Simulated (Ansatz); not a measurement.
Correlation energies of `[GeH2]` by basis set

Cartesian coordinates in Å:
```
Ge -0.1987 0.7101 0.1222
H -0.9583 -0.6909 0.1712
H 1.1570 -0.0192 -0.2934
```

The species carries charge 0 and has multiplicity 1. Correlated methods include outer-core shells of Ge, which these sets cover unevenly. Scalar relativity is left out up to krypton. The geometry is a stationary point of PBE0-D4/def2-TZVP. Frozen core, restricted reference, Ansatz 0.2.0.

```
     basis      HF (Eh)  MP2 corr.  CCSD corr.       (T)  CCSD(T) total
  def2-SVP  -2076.21153   -0.21677    -0.23143         ?              ?
def2-TZVPP  -2076.47627   -0.23895    -0.25537  -0.00815    -2076.73979
def2-QZVPP            ?          ?           ?  -0.01214              ?
```

(1) Fill in the withheld values. (Estimate.)

## Answers

(1) The calculation gave: def2-SVP (T): -0.00593; def2-SVP CCSD(T) total: -2076.44889; def2-QZVPP HF (Eh): -2076.51869; def2-QZVPP MP2 corr.: -0.50291; def2-QZVPP CCSD corr.: -0.49790; def2-QZVPP CCSD(T) total: -2077.02873.
